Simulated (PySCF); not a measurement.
Compound: C₅H₁₂Ge.
InChI=1S/C5H12Ge/c1-2-4-6-5-3-1/h1-6H2

The closed-shell ground state was solved at several levels (PySCF, density fitting, gas phase). Geometry: GFN2-xTB, one conformer, isolated molecule. Relativistic effects, spin–orbit coupling among them, are left out although an element past zinc is present.

| level | basis functions | HOMO (eV) | LUMO (eV) | gap (eV) | dipole (D) |
| --- | --- | --- | --- | --- | --- |
| CAM-B3LYP/def2-SVPD | 234 | -8.86 | 1.24 | 10.10 | 0.74 |
| B3LYP/pcJ-1 (pcSseg-1 on Ge) | 296 | -7.37 | 1.04 | 8.41 | 0.74 |

Task: Estimate the row for PBE0/pcSseg-1, a basis of 186 functions; the other rows only guide the guess.

Result: HOMO -7.59 eV, LUMO 1.29 eV, gap 8.88 eV, dipole 0.71 D.

Task: Over all these levels, which gives the widest orbital gap and which the narrowest?

Result: CAM-B3LYP/def2-SVPD (range-separated hybrid) has the widest, 10.10 eV, and B3LYP/pcJ-1 (pcSseg-1 on Ge) (global hybrid, 20 % exact exchange) the narrowest, 8.41 eV. Functional and basis both differ between the two, so the spread mixes both effects.

Task: How far do the dipole and the HOMO energy spread over the levels?

Result: The dipole runs from 0.71 to 0.74 D (mean 0.73 D) and the HOMO from -8.86 to -7.37 eV.
